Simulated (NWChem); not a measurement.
**Total energies of CClF$_{2}$**

```
C
F 1 1.3111
F 1 1.3111 2 110.83
Cl 1 1.7292 2 113.88 3 -129.95
```
Charge 0, spin multiplicity 2.

The numbers come from NWChem runs, not from measurements. Structure: optimised with UPBE0/def2-SVP, a minimum by its harmonic frequencies.

Basis set: cc-pVTZ (124 functions).

```
method   total energy (Ha)  relative cost
-------  -----------------  -------------
UHF             -696.29738              1
UMP2            -697.11473        under 3
UB2PLYP         -697.76648        under 3
UPBE            -697.61693        under 3
UB3LYP          -698.04564        under 3
UM06-2X         -697.93917        under 3
```

Total energies of different functionals aren't comparable as a measure of quality: only differences taken within one method are. Costs are rough ratios of processor time within this set of runs, SCF included, with UHF as 1.

The correlated methods keep 8 core orbitals frozen. B3LYP has NWChem's definition, with VWN1-RPA local correlation. The structure started from a generated list of species. The unpaired electrons of the parent sit in orbitals of symmetry a' (Cs labels of the run); other states weren't searched. The stability of the SCF solutions was not checked. Open-shell Hartree-Fock references start from PBE0 orbitals; any time given for them includes that run.
